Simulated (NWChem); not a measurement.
System: CrN2H4O2; SMILES [NH]=[Cr](=[NH])([OH])[OH]

Here is an NWChem input.

```
start job
memory heap 200 mb stack 900 mb global 1100 mb
geometry units angstroms noautosym nocenter noautoz
  Cr     0.000000     0.000000    -0.016099
  N     -0.230904     1.277858     0.893542
  H     -0.334892     1.679673     1.827331
  N      0.230904    -1.277858     0.893542
  H      0.334892    -1.679673     1.827331
  O     -1.424311    -0.307819    -0.996597
  H     -1.879423     0.511876    -1.231051
  O      1.424311     0.307819    -0.996597
  H      1.879423    -0.511876    -1.231051
end
basis spherical
  * library def2-svp
end
dft
  xc xcamb88 1.00 lyp 0.81 vwn_5 0.19 hfexch 1.00
  cam 0.33 cam_alpha 0.19 cam_beta 0.46
  iterations 150
end
property
  efieldgrad
end
task dft property
```

NWChem printed, in part:

```
             Northwest Computational Chemistry Package (NWChem) 7.3.0
             --------------------------------------------------------

                             Geometry "geometry" -> ""
                             -------------------------

 Output coordinates in angstroms (scale by  1.889725989 to convert to a.u.)

  No.       Tag          Charge          X              Y              Z
 ---- ---------------- ---------- -------------- -------------- --------------
    1 Cr                  24.0000     0.00000000     0.00000000    -0.01609900
    2 N                    7.0000    -0.23090400     1.27785800     0.89354200
    3 H                    1.0000    -0.33489200     1.67967300     1.82733100
    4 N                    7.0000     0.23090400    -1.27785800     0.89354200
    5 H                    1.0000     0.33489200    -1.67967300     1.82733100
    6 O                    8.0000    -1.42431100    -0.30781900    -0.99659700
    7 H                    1.0000    -1.87942300     0.51187600    -1.23105100
    8 O                    8.0000     1.42431100     0.30781900    -0.99659700
    9 H                    1.0000     1.87942300    -0.51187600    -1.23105100

 Effective nuclear repulsion energy (a.u.)     345.4395354488

                              NWChem Property Module
                              ----------------------

  itol2e modified to match energy
  convergence criterion.

                                 NWChem DFT Module
                                 -----------------

 Summary of "ao basis" -> "ao basis" (spherical)
 ------------------------------------------------------------------------------
       Tag                 Description            Shells   Functions and Types
 ---------------- ------------------------------  ------  ---------------------
 Cr                         def2-svp                11       31   5s3p2d1f
 N                          def2-svp                 6       14   3s2p1d
 H                          def2-svp                 3        5   2s1p
 O                          def2-svp                 6       14   3s2p1d

  itol2e modified to match energy
  convergence criterion.

            General Information
            -------------------
          SCF calculation type: DFT
          Wavefunction type:  closed shell.
          No. of atoms     :     9
          No. of electrons :    58
           Alpha electrons :    29
            Beta electrons :    29
          Charge           :     0
          Spin multiplicity:     1
          Use of symmetry is: off; symmetry adaption is: off
          Maximum number of iterations: 150
          AO basis - number of functions:   107
                     number of shells:    47
          Convergence on energy requested:  1.00D-07
          Convergence on density requested:  1.00D-05
          Convergence on gradient requested:  5.00D-04

              XC Information
              --------------
                     Hartree-Fock (Exact) Exchange  1.000
                   CAM-Becke88 Exchange Functional  1.000
                      VWN V Correlation Functional  0.190 local
              Lee-Yang-Parr Correlation Functional  0.810

           Range-Separation Parameters
           ---------------------------
           Alpha           :  0.19
           Beta            :  0.46
           Gamma           :  0.33
           Short-Range HF  :     F

             Grid Information
             ----------------
          Grid used for XC integration:  fine
          Radial quadrature: Mura-Knowles
          Angular quadrature: Lebedev.
          Tag              B.-S. Rad. Rad. Pts. Rad. Cut. Ang. Pts.
          ---              ---------- --------- --------- ---------
          Cr                  1.40      140          10.0       974
          N                   0.65       70          10.0       590
          H                   0.35       60          11.0       590
          O                   0.60       70          10.0       590
          Grid pruning is: on
          Number of quadrature shells:   660
          Spatial weights used:  Erf1

      Superposition of Atomic Density Guess
      -------------------------------------

 Sum of atomic energies:       -1302.90041772

      Non-variational initial energy
      ------------------------------

 Total energy =   -1303.645598
 1-e energy   =   -2475.573128
 2-e energy   =     826.487995
 HOMO         =      -0.366714
 LUMO         =      -0.056111

   convergence    iter        energy       DeltaE   RMS-Dens  Diis-err
 ---------------- ----- ----------------- --------- --------- ---------
 d= 0,ls=0.0,diis     1  -1305.5138837394 -1.65D+03  4.61D-02  7.91D+00
 d= 0,ls=0.0,diis     2  -1293.7863840772  1.17D+01  4.07D-02  8.93D+01
 d= 0,ls=0.0,diis     3  -1306.3007407509 -1.25D+01  6.61D-03  1.07D+00
 d= 0,ls=0.0,diis     4  -1306.3483017749 -4.76D-02  3.91D-03  5.75D-01
 d= 0,ls=0.0,diis     5  -1306.3941863817 -4.59D-02  9.93D-04  9.99D-02
  Resetting Diis
 d= 0,ls=0.0,diis     6  -1306.3989760773 -4.79D-03  4.12D-04  4.78D-02
 d= 0,ls=0.0,diis     7  -1306.4015698991 -2.59D-03  2.23D-03  1.85D-02
 d= 0,ls=0.0,diis     8  -1306.3699826436  3.16D-02  1.81D-03  4.17D-01
 d= 0,ls=0.0,diis     9  -1306.4030875463 -3.31D-02  2.95D-05  4.15D-05
 d= 0,ls=0.0,diis    10  -1306.4030918279 -4.28D-06  1.47D-05  1.58D-06
 d= 0,ls=0.0,diis    11  -1306.4030921815 -3.54D-07  8.53D-06  1.20D-06
 d= 0,ls=0.0,diis    12  -1306.4030923868 -2.05D-07  6.87D-06  2.01D-07
 d= 0,ls=0.0,diis    13  -1306.4030924482 -6.14D-08  1.75D-06  1.64D-08

         Total DFT energy =    -1306.403092448156
      One electron energy =    -2480.834131282656
           Coulomb energy =      909.755880542652
    Exchange-Corr. energy =      -80.764377156905
 Nuclear repulsion energy =      345.439535448753

 Numeric. integr. density =       57.999999869961

                       DFT Final Molecular Orbital Analysis
                       ------------------------------------

[...]

          -----------------------
          Electric field gradient
          -----------------------

 1 a.u. = 0.324123 10**(16) esu/cm**3  ( or statvolts/cm**2 ) = 0.97174 10**(22) v/m**2

 ------------------------------------------------------------
   Atom      X         Y         Z
 ------------------------------------------------------------
    1 Cr   0.00000   0.00000  -0.03042
 ------------------------------------------------------------

 Electric field gradient in molecular frame (a.u.)
         XX             YY             ZZ             XY             XZ             YZ
 ------------------------------------------------------------------------------------------
       -0.169398       0.124192       0.045206      -0.143381       0.000000      -0.000001

 Principal components (a.u.) and orientation
 of principal axis w.r.t. absolute frame                      Asymmetry parameter eta
 --------------------------------------------------------------------------------------
       -0.227802       0.182596       0.045206                       0.603114

        0.926115      -0.377241      -0.000002
        0.377241       0.926115       0.000003
        0.000001      -0.000004       1.000000

 ------------------------------------------------------------
   Atom      X         Y         Z
 ------------------------------------------------------------
    2 N   -0.43635   2.41480   1.68855
 ------------------------------------------------------------

 Electric field gradient in molecular frame (a.u.)
         XX             YY             ZZ             XY             XZ             YZ
 ------------------------------------------------------------------------------------------
       -0.088933       0.001393       0.087540       0.001316       0.004357      -0.160797

 Principal components (a.u.) and orientation
 of principal axis w.r.t. absolute frame                      Asymmetry parameter eta
 --------------------------------------------------------------------------------------
        0.210956      -0.122408      -0.088548                       0.160506

        0.008856      -0.109835       0.993910
       -0.608686       0.788000       0.092504
        0.793362       0.605798       0.059877

 ------------------------------------------------------------
   Atom      X         Y         Z
 ------------------------------------------------------------
    3 H   -0.63285   3.17412   3.45315
 ------------------------------------------------------------

 Electric field gradient in molecular frame (a.u.)
         XX             YY             ZZ             XY             XZ             YZ
 ------------------------------------------------------------------------------------------
        0.186391       0.105934      -0.292324       0.023634       0.054276      -0.212390

 Principal components (a.u.) and orientation
 of principal axis w.r.t. absolute frame                      Asymmetry parameter eta
 --------------------------------------------------------------------------------------
       -0.390410       0.197946       0.192464                       0.014042

       -0.102096       0.020140       0.994571
        0.395454       0.918222       0.022001
        0.912794      -0.395553       0.101711

 ------------------------------------------------------------
   Atom      X         Y         Z
 ------------------------------------------------------------
    4 N    0.43635  -2.41480   1.68855
 ------------------------------------------------------------

 Electric field gradient in molecular frame (a.u.)
         XX             YY             ZZ             XY             XZ             YZ
 ------------------------------------------------------------------------------------------
       -0.088934       0.001392       0.087542       0.001316      -0.004357       0.160795

 Principal components (a.u.) and orientation
 of principal axis w.r.t. absolute frame                      Asymmetry parameter eta
 --------------------------------------------------------------------------------------
        0.210956      -0.122406      -0.088549                       0.160495

       -0.008855      -0.109834       0.993911
        0.608684       0.788002       0.092503
        0.793364      -0.605796      -0.059876

 ------------------------------------------------------------
   Atom      X         Y         Z
 ------------------------------------------------------------
    5 H    0.63285  -3.17412   3.45315
 ------------------------------------------------------------

 Electric field gradient in molecular frame (a.u.)
         XX             YY             ZZ             XY             XZ             YZ
 ------------------------------------------------------------------------------------------
        0.186391       0.105934      -0.292325       0.023634      -0.054276       0.212390

 Principal components (a.u.) and orientation
 of principal axis w.r.t. absolute frame                      Asymmetry parameter eta
 --------------------------------------------------------------------------------------
       -0.390411       0.197946       0.192464                       0.014042

        0.102096       0.020138       0.994571
       -0.395454       0.918222       0.022002
        0.912794       0.395553      -0.101710

 ------------------------------------------------------------
   Atom      X         Y         Z
 ------------------------------------------------------------
    6 O   -2.69156  -0.58169  -1.88330
 ------------------------------------------------------------

 Electric field gradient in molecular frame (a.u.)
         XX             YY             ZZ             XY             XZ             YZ
 ------------------------------------------------------------------------------------------
        0.013710      -0.308012       0.294302       0.683037      -0.695408       0.295756

 Principal components (a.u.) and orientation
 of principal axis w.r.t. absolute frame                      Asymmetry parameter eta
 --------------------------------------------------------------------------------------
       -1.166770       0.911144       0.255627                       0.561822

       -0.628428      -0.698489       0.342333
        0.648026      -0.226667       0.727107
       -0.430281       0.678775       0.595082

 ------------------------------------------------------------
   Atom      X         Y         Z
 ------------------------------------------------------------
    7 H   -3.55159   0.96731  -2.32635
 ------------------------------------------------------------

 Electric field gradient in molecular frame (a.u.)
         XX             YY             ZZ             XY             XZ             YZ
 ------------------------------------------------------------------------------------------
        0.071188      -0.264021       0.192833       0.278902      -0.092347       0.139892

 Principal components (a.u.) and orientation
 of principal axis w.r.t. absolute frame                      Asymmetry parameter eta
 --------------------------------------------------------------------------------------
       -0.464370       0.243774       0.220596                       0.049914

       -0.480737      -0.619440       0.620634
        0.841457      -0.126790       0.525238
       -0.246663       0.774738       0.582185

 ------------------------------------------------------------
   Atom      X         Y         Z
 ------------------------------------------------------------
    8 O    2.69156   0.58169  -1.88330
 ------------------------------------------------------------

 Electric field gradient in molecular frame (a.u.)
         XX             YY             ZZ             XY             XZ             YZ
 ------------------------------------------------------------------------------------------
        0.013710      -0.308012       0.294302       0.683037       0.695408      -0.295756

 Principal components (a.u.) and orientation
 of principal axis w.r.t. absolute frame                      Asymmetry parameter eta
 --------------------------------------------------------------------------------------
       -1.166770       0.911143       0.255626                       0.561822

       -0.628427       0.698489       0.342334
        0.648026       0.226666       0.727107
        0.430281       0.678775      -0.595082

 ------------------------------------------------------------
   Atom      X         Y         Z
 ------------------------------------------------------------
    9 H    3.55159  -0.96731  -2.32635
 ------------------------------------------------------------

 Electric field gradient in molecular frame (a.u.)
         XX             YY             ZZ             XY             XZ             YZ
 ------------------------------------------------------------------------------------------
        0.071188      -0.264021       0.192833       0.278902       0.092347      -0.139892

 Principal components (a.u.) and orientation
 of principal axis w.r.t. absolute frame                      Asymmetry parameter eta
 --------------------------------------------------------------------------------------
       -0.464370       0.243774       0.220596                       0.049914

       -0.480737       0.619440       0.620634
        0.841457       0.126790       0.525238
        0.246663       0.774738      -0.582185
```

Level: CAM-B3LYP/def2-SVP. Geometry: optimised at PBE0/def2-SVP. No frequency run checked for a minimum. NWChem prints the field gradient with the sign opposite to the second derivative of the potential.
